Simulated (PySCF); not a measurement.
C₃H₇N.

```xyz
11

C     -0.5162    -1.5189     0.0000
C      0.6644    -0.5869     0.0000
N      0.7170     0.6845     0.0000
C     -0.4684     1.5020     0.0000
H     -1.4907    -1.0137     0.0000
H     -0.4655    -2.1802    -0.8816
H     -0.4655    -2.1802     0.8816
H      1.6434    -1.1031     0.0000
H     -1.4418     0.9744     0.0000
H     -0.4387     2.1673     0.8797
H     -0.4387     2.1673    -0.8797
```

Geometry optimised at r2SCAN-D4/def2-SVP. The structure was generated by enumeration; whether it is a known compound was not checked.

Computed with PBE/pcSseg-1 (PySCF). Non-relativistic, no solvent.

Computed absolute GIAO shielding of each atom: isotropic value and principal components (ppm):
```csv
atom,σ(iso),σ11,σ22,σ33,span
C1,166.1,134.8,180.3,183.1,48.3
C2,16.8,-86.2,26.1,110.4,196.6
N3,-113.1,-479.7,-129.1,269.5,749.2
C4,139.5,113.8,135.4,169.4,55.6
H5,28.4,23.5,29.7,32.2,8.7
H6,29.9,27.0,27.5,35.2,8.2
H7,29.9,27.0,27.5,35.2,8.2
H8,23.4,20.3,23.0,27.0,6.7
H9,27.5,23.8,28.4,30.3,6.5
H10,27.8,25.1,26.2,31.9,6.8
H11,27.8,25.1,26.2,31.9,6.8
```
